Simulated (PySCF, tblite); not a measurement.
Compound: C₅H₉NO₂Si.
Atom-mapped SMILES: `[CH:1]#[C:2][C@H:3]([CH3:4])[NH:5][C:6](=[O:7])[SiH2:8][OH:9]` (hydrogens: H10 on C1; H11 on C3; H12, H13, H14 on C4; H15 on N5; H16, H17 on Si8; H18 on O9)

Structure used (GFN2-xTB), in Å, numbered top down from 1:
```
atom  x, y, z in Å
C1    -2.8145    0.9167    1.6935
C2    -2.1333    0.6042    0.7602
C3    -1.2784    0.1774   -0.3354
C4    -1.9151   -0.9914   -1.0926
N5     0.0358   -0.1897    0.1747
C6     1.1823    0.3813   -0.2373
O7     1.2053    1.2613   -1.0904
Si8    2.8509   -0.1948    0.5146
O9     3.9611    0.7225   -0.2182
H10   -3.4260    1.2132    2.4929
H11   -1.1066    1.0208   -1.0165
H12   -2.8795   -0.6905   -1.4935
H13   -2.0637   -1.8381   -0.4247
H14   -1.2688   -1.2958   -1.9124
H15    0.0685   -0.9005    0.8870
H16    2.8579    0.0548    1.9537
H17    3.0735   -1.6034    0.1946
H18    3.6417    1.3583   -0.8619
```

Method: PBE0/pcSseg-1 in PySCF (dipole) on a GFN2-xTB geometry, gas phase.

Masses are those of the commonest isotopes; rigid-rotor values at the optimised geometry. The values belong to one conformer with, in the numbering `[CH:1]#[C:2][C@H:3]([CH3:4])[NH:5][C:6](=[O:7])[SiH2:8][OH:9]`, C2–C3–N5–C6 -122°, C3–N5–C6–O7 0°, N5–C6–Si8–O9 180°, C6–Si8–O9–H 0°.

Task: What are A, B and C (GHz)?

Result: Ia = 169.76, Ib = 815.51, Ic = 855.37 u·Å²; 505379 MHz·u·Å²/I gives 2977, 619.7 and 590.8 MHz, that is A = 2.9769, B = 0.6197, C = 0.5908 GHz.

Task: What kind of rotor is it?

Result: A near-prolate asymmetric top; Ray's κ = -0.976.

Task: What does the inertial defect say?

Result: Not planar: Δ = Ic − Ia − Ib = -129.91 u·Å². For a rigid frame Δ = −2 Σ m c², so Σ m c² = 64.95 u·Å² lies off the ab plane: 12.76 from hydrogen and 52.19 from heavier atoms. The atom farthest from that plane is 1.91 Å away.

Task: Give the other two planar moments, Paa and Pbb, and the rms extents of the mass along the axes.

Result: Paa = Σ m a² = (Ib + Ic − Ia)/2 = 750.56 and Pbb = Σ m b² = (Ia + Ic − Ib)/2 = 104.81 u·Å². With the mass M = 143.04 u, the rms extents √(P/M) along a, b and c are 2.29, 0.86, 0.67 Å.

Task: Which types of transition are allowed, and where do some lines up to J = 4 fall?

Result: The dipole components are |μa| = 2.50 D, |μb| = 0.33 D, |μc| = 2.27 D. Intensities carry the squares of the components, which stand as 1.00 : 0.02 : 0.83 (a : b : c). Some lines, for components of 0.1 D or more:

| type | branch | J(Ka,Kc) | MHz | lower level (cm⁻¹) |
| --- | --- | --- | --- | --- |
| b | Q | 1(1,0) ← 1(0,1) | 2386 | 0.040 |
| a | R | 2(0,2) ← 1(0,1) | 2421 | 0.040 |
| b | R | 4(0,4) ← 3(1,3) | 2553 | 0.318 |
| c | R | 1(1,0) ← 0(0,0) | 3597 | 0.000 |
| a | R | 3(0,3) ← 2(0,2) | 3631 | 0.121 |
| a | R | 4(2,3) ← 3(2,2) | 4842 | 0.559 |
| a | R | 4(2,2) ← 3(2,1) | 4845 | 0.559 |
| a | R | 4(1,3) ← 3(1,2) | 4899 | 0.324 |
| c | Q | 4(2,3) ← 4(1,3) | 6971 | 0.488 |
| c | Q | 3(2,2) ← 3(1,2) | 7029 | 0.324 |
| b | Q | 4(2,3) ← 4(1,4) | 7260 | 0.478 |
| c | R | 4(1,3) ← 3(0,3) | 7359 | 0.242 |
| b | R | 2(2,0) ← 1(1,1) | 9551 | 0.119 |
| b | Q | 4(3,1) ← 4(2,2) | 11855 | 0.720 |
| c | Q | 3(3,1) ← 3(2,1) | 11857 | 0.559 |
| b | Q | 3(3,1) ← 3(2,2) | 11859 | 0.559 |
| b | R | 3(3,1) ← 2(2,0) | 15490 | 0.438 |
| c | R | 3(3,1) ← 2(2,1) | 15490 | 0.438 |
| c | Q | 4(4,1) ← 4(3,1) | 16601 | 1.116 |
| b | R | 4(3,2) ← 3(2,1) | 16700 | 0.559 |
| c | R | 4(3,2) ← 3(2,2) | 16701 | 0.559 |
| b | R | 4(3,1) ← 3(2,2) | 16701 | 0.559 |
| c | R | 4(4,0) ← 3(3,0) | 21444 | 0.954 |
| b | R | 4(4,0) ← 3(3,1) | 21444 | 0.954 |

Task: Estimate the classical rotational partition function at 100 K, 200 K and 500 K.

Result: Point group C1, symmetry number σ = 1; q = (√π/σ)·√((kT/h)³/(ABC)), k/h = 20836.6 MHz/K: 161000 at 100 K, 457000 at 200 K, 1810000 at 500 K.

Its GFN2-xTB frequencies are all real (lowest 30 cm⁻¹). Constants of a rigid frame at the computed geometry: no zero-point averaging, no centrifugal distortion. A rigid rotor knows nothing of internal rotation, which can split or shift real lines. Quadrupole hyperfine structure (14N) is left out.

Hardware: Arm Neoverse N1, one thread, no GPU, shared host with 64 logical CPUs at a one-minute load of 63. Cost: 73 s, 0.92 GiB resident at most. This is the PBE0/pcSseg-1 job that gave the dipole, with the shieldings it also computed.
